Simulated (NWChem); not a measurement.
System: B3H3O3 cation, doublet; SMILES of the neutral closed-shell parent B1OBOBO1

Output (shortened):

```
             Northwest Computational Chemistry Package (NWChem) 7.3.0
             --------------------------------------------------------

 C2V symmetry detected

                             Geometry "geometry" -> ""
                             -------------------------

 Output coordinates in angstroms (scale by  1.889725989 to convert to a.u.)

  No.       Tag          Charge          X              Y              Z
 ---- ---------------- ---------- -------------- -------------- --------------
    1 B                    5.0000     0.00000000     1.16568853    -0.70166702
    2 O                    8.0000     0.00000000     1.09072843     0.65877848
    3 B                    5.0000     0.00000000     0.00000000     1.51549188
    4 O                    8.0000     0.00000000    -1.09072843     0.65877848
    5 B                    5.0000     0.00000000    -1.16568853    -0.70166702
    6 O                    8.0000     0.00000000     0.00000000    -1.41571488
    7 H                    1.0000     0.00000000     2.25881700    -1.23867614
    8 H                    1.0000     0.00000000     0.00000000     2.70182644
    9 H                    1.0000     0.00000000    -2.25881700    -1.23867614

 Effective nuclear repulsion energy (a.u.)     202.3421282034

      Symmetry information
      --------------------

 Group name             C2v
 Group number             16
 Group order               4
 No. of unique centers     6

  xc_inp: hfexch multiplicative factor not found.

                                 NWChem DFT Module
                                 -----------------

 Summary of "ao basis" -> "ao basis" (spherical)
 ------------------------------------------------------------------------------
       Tag                 Description            Shells   Functions and Types
 ---------------- ------------------------------  ------  ---------------------
 B                        aug-cc-pvdz                9       23   4s3p2d
 O                        aug-cc-pvdz                9       23   4s3p2d
 H                        aug-cc-pvdz                5        9   3s2p

      Symmetry analysis of basis
      --------------------------

        a1         66
        a2         20
        b1         28
        b2         51

            General Information
            -------------------
          SCF calculation type: DFT
          Wavefunction type:  spin polarized.
          No. of atoms     :     9
          No. of electrons :    41
           Alpha electrons :    21
            Beta electrons :    20
          Charge           :     1
          Spin multiplicity:     2
          Use of symmetry is: on ; symmetry adaption is: on
          Maximum number of iterations: 150
          AO basis - number of functions:   165
                     number of shells:    69
          Convergence on energy requested:  1.00D-06
          Convergence on density requested:  1.00D-05
          Convergence on gradient requested:  5.00D-04

              XC Information
              --------------
                     Hartree-Fock (Exact) Exchange  1.000

      Superposition of Atomic Density Guess
      -------------------------------------

 Sum of atomic energies:        -299.39784623

 Renormalizing density from      42.00 to     41

      Non-variational initial energy
      ------------------------------

 Total energy =    -297.264497
 1-e energy   =    -789.657088
 2-e energy   =     290.050463
 HOMO         =      -0.694726
 LUMO         =      -0.246723

   Symmetry analysis of molecular orbitals - initial alpha
   -------------------------------------------------------

  Numbering of irreducible representations:

     1 a1          2 a2          3 b1          4 b2

  Orbital symmetries:

     1 a1          2 b2          3 a1          4 a1          5 b2
     6 a1          7 a1          8 a1          9 b2         10 a1
    11 b2         12 b2         13 a1         14 b1         15 b1
    16 a1         17 a2         18 b2         19 a1         20 a1
    21 b2         22 b1         23 a2         24 b1         25 a1
    26 b2         27 a1         28 a1         29 b2         30 a1
    31 b1

   Symmetry analysis of molecular orbitals - initial beta
   ------------------------------------------------------

  Numbering of irreducible representations:

     1 a1          2 a2          3 b1          4 b2

  Orbital symmetries:

     1 a1          2 b2          3 a1          4 a1          5 b2
     6 a1          7 a1          8 a1          9 b2         10 a1
    11 b2         12 b2         13 a1         14 b1         15 b1
    16 a1         17 a2         18 b2         19 a1         20 a1
    21 b2         22 b1         23 a2         24 b1         25 a1
    26 b2         27 a1         28 a1         29 b2         30 a1
    31 b1

     ---------------------------------------------
      Total Density - Mulliken Population Analysis
     ---------------------------------------------

    Atom       Charge   Shell Charges
 -----------   ------   -------------------------------------------------------
    1 B    5     4.56   2.01  0.66  0.41  0.04  1.08  0.16  0.03  0.21 -0.04
    2 O    8     8.82   2.00  0.91  0.83  0.25  3.29  1.54  0.00  0.01  0.00
    3 B    5     4.76   2.01  0.67  0.53  0.03  1.09  0.25  0.03  0.19 -0.05
    4 O    8     8.82   2.00  0.91  0.83  0.25  3.29  1.54  0.00  0.01  0.00
    5 B    5     4.56   2.01  0.66  0.41  0.04  1.08  0.16  0.03  0.21 -0.04
    6 O    8     8.70   2.00  0.92  0.83  0.19  3.21  1.51  0.02  0.01  0.01
    7 H    1     0.25   0.54 -0.24 -0.08  0.01  0.02
    8 H    1     0.28   0.67 -0.32 -0.09  0.02  0.00
    9 H    1     0.25   0.54 -0.24 -0.08  0.01  0.02

     --------------------------------------------
      Spin Density - Mulliken Population Analysis
     --------------------------------------------

[...]
```

Level: UHF/aug-cc-pVDZ. In the optimisation the excess spin sits in a' (Cs, its own frame). All runs use the structure optimised with PBE0/def2-SVP, spin-unrestricted. No frequency run checked for a minimum. The spin multiplicity was typed, not searched, and may not be the lowest. No stability test was run on the SCF state.

Task: Which NWChem input produces such a log?

Result: This is not unique; one that fits is the input that was run:
```
start job
memory heap 200 mb stack 900 mb global 1100 mb
charge 1
geometry units angstroms noautoz
  B      1.365824     0.026537     0.000000
  O      0.561445     1.126351     0.000000
  B     -0.819918     1.250075     0.000000
  O     -1.267419    -0.062771     0.000000
  B     -0.588809    -1.244183     0.000000
  O      0.777769    -1.207438     0.000000
  H      2.574875     0.172260     0.000000
  H     -1.466122     2.244967     0.000000
  H     -1.212516    -2.290399     0.000000
end
basis spherical
  B library aug-cc-pvdz
  O library aug-cc-pvdz
  H library aug-cc-pvdz
end
dft
  odft
  mult 2
  xc hfexch
  iterations 150
  mulliken
end
task dft energy
```
